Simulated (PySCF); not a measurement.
# Where the electron goes

Compound: C₃H₁₀AsNSi.
SMILES with atom numbers: `[CH2:1]=[CH:2][CH2:3][Si@@H:4]([NH2:5])[AsH2:6]` (hydrogens: H7, H8 on C1; H9 on C2; H10, H11 on C3; H12 on Si4; H13, H14 on N5; H15, H16 on As6)

Geometry (PBE0-D3(BJ)/def2-SVP, Å), atoms numbered from 1 in this order:
```
atom  x, y, z in Å
C1     0.493    2.315    0.735
C2     1.064    1.135    0.472
C3     0.919    0.359   -0.791
Si4   -0.260   -1.116   -0.557
N5     0.248   -2.310    0.588
As6   -2.285   -0.245    0.315
H7     0.605    2.797    1.709
H8    -0.105    2.841   -0.016
H9     1.650    0.651    1.265
H10    1.889   -0.048   -1.126
H11    0.520    0.986   -1.607
H12   -0.396   -1.806   -1.878
H13    0.954   -3.000    0.364
H14    0.201   -2.124    1.582
H15   -2.373    0.824   -0.770
H16   -3.127   -1.231   -0.490
```

Computed, not measured: PySCF 2.14.0, density-fitted response routines, TDDFT CAM-B3LYP/def2-SVPD, vertical, gas phase, core orbitals frozen in the response. The CAM-B3LYP/def2-SVPD calculation is non-relativistic and has no spin–orbit coupling, an omission that weighs most on arsenic.

Kohn–Sham orbitals with the atoms that hold most of them (Löwdin shares over 4%, at most four atoms; ? is withheld):

| orbital | ε (eV) | atoms |
| --- | --- | --- |
| HOMO-3 | -10.13 | As6 40%, Si4 16%, N5 14%, H16 12% |
| HOMO-2 | -9.16 | N5 42%, C2 15%, C1 13%, As6 6% |
| HOMO-1 | -8.64 | ? |
| HOMO | -7.99 | ? |
| LUMO | 0.74 | Si4 22%, As6 11%, C1 10%, C2 9% |
| LUMO+1 | 1.29 | As6 22%, C2 17%, C1 16%, H15 7% |
| LUMO+2 | 1.57 | As6 21%, Si4 14%, C1 11%, C2 8% |

(1) Which atoms hold the HOMO, and with what shares?

(2) Give the leading atoms of the HOMO-1.

(3) The HOMO–LUMO gap is 8.73 eV. Where does the response calculation put the lowest singlet, and from which orbitals?

(4) One configuration dominates each of S1 and S3. Which, and how do the shares of the two leading atoms of either orbital change from the occupied to the empty one?

Results:

(1) As6 (bonded to Si and 2 H) 27%; C1 (bonded to C and 2 H) 14%; C3 (bonded to C, Si and 2 H) 13%; Si4 (bonded to As, C, N and H) 12%. By element: arsenic 27%, carbon 27% or more, silicon 12%.

(2) As6 (bonded to Si and 2 H) 38%; Si4 (bonded to As, C, N and H) 14%; C1 (bonded to C and 2 H) 10%; C2 (bonded to 2 C and H) 9%. By element: arsenic 38%, carbon 20% or more, silicon 14%.

(3) S1 is at 5.89 eV (f = 0.014), 2.84 eV below the gap, made of HOMO→LUMO (84%). Without the coupling terms of the response equations the lowest excitation would equal the gap.

(4) 
- S1 (5.89 eV, f 0.014), HOMO→LUMO (84%): As6 27% → 11%, C1 14% → 10%, Si4 12% → 22%
- S3 (6.37 eV, f 0.055), HOMO→LUMO+1 (71%): As6 27% → 22%, C1 14% → 16%, C2 at most 12% → 17%

One conformer stands for the species.
